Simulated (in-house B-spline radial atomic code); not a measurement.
Results of a calculation; reference values are marked as such.
# Making a Troullier-Martins p channel for N, r_c = 2.02 bohr

N, [He] 2s2 2p3, non-relativistic LDA (VWN5), spherical and spin-unpolarised, from a B-spline radial code for spherical atoms (atomic units). The all-electron 2p level is ε = -0.266297 hartree and its outer maximum at 0.96 bohr.

Inside r_c the pseudo-orbital is u(r) = r^2 exp(p(r)), with p = c0 + c2 r² + c4 r⁴ + … + c12 r¹². The seven coefficients follow from p and its first four derivatives at r_c, from zero curvature of the screened potential at the origin, c4 = −c2²/(2l + 5), and from the norm inside r_c. At r_c the all-electron orbital has P = 0.5204232, P' = -0.2961379, the screened potential V = -0.4339537, V' = 0.4630072, V'' = -0.7322626, and the norm inside is Q = 0.7871253.

(1) What are p, p' and p'' at r_c?

For a trial c2 the five matching conditions are linear in c0, c6, c8, c10 and c12, and c2 is varied until the norm inside r_c equals Q. The root nearest zero gives:

```tsv
n	c_n
0	0.906495
2	-1.057028
4	-0.1596154
6	0.1875515
8	-0.05484957
10	0.007214168
12	-0.0003666288
```

(2) Check c4 and p(r_c), and find the screened pseudopotential at the origin.

Orbitals and screened potentials:

```csv
r (bohr),P,u,V all-electron,V pseudo
0.202,0.2179,0.09673,-24.08,-5.541
0.505,0.6024,0.4786,-6.412,-5.207
0.808,0.7631,0.7906,-2.895,-3.918
1.111,0.7687,0.8302,-1.558,-2.009
1.414,0.7028,0.7243,-0.9381,-0.7031
1.717,0.6127,0.6141,-0.6166,-0.4488
2.02,0.5204,0.5204,-0.434,-0.434
```

Logarithmic derivatives P'/P at R = 2.32 bohr, for energies E around ε:

| E − ε (hartree) | all-electron | pseudo |
| --- | --- | --- |
| -0.5 | 0.934357 | 0.949014 |
| -0.25 | 0.501573 | 0.512178 |
| -0.1 | 0.0197465 | 0.0239621 |
| 0 | -0.610497 | -0.610496 |
| 0.1 | -2.27934 | -2.24024 |
| 0.25 | 9.59697 | 11.9736 |
| 0.5 | 1.96944 | 2.18229 |

## Answers

(1) p = ln(P/r_c^2) = ln(0.5204232/4.0804) = -2.05931. p' = P'/P − 2/r_c = -0.56903 − 0.99010 = -1.55913. The radial equation gives p'' = 2(V − ε) − 2(2) p'/r_c − p'² = -0.33531 − (-3.08739) − 2.43089 = 0.32118. Differentiating, p''' = 2V' + 2(2)p'/r_c² − 2(2)p''/r_c − 2p'p'' = -0.23687, and p'''' = 2V'' − 4(2)p'/r_c³ + 4(2)p''/r_c² − 2(2)p'''/r_c − 2p''² − 2p'p''' = 0.20257.

(2) −c2²/7 = -0.159615, as listed. The terms c_n r_c^n are 0.90650, -4.31310, -2.65754, 12.74174, -15.20492, 8.16018, -1.69217, which sum to -2.05931. Inverting the radial equation, V_l(r) = ε + 2 p'/r + (p'' + p'²)/2, so V_l(0) = ε + (2l + 3) c2 = -0.266297 + 5 × (-1.05703) = -5.5514 hartree, finite where the all-electron potential diverges.
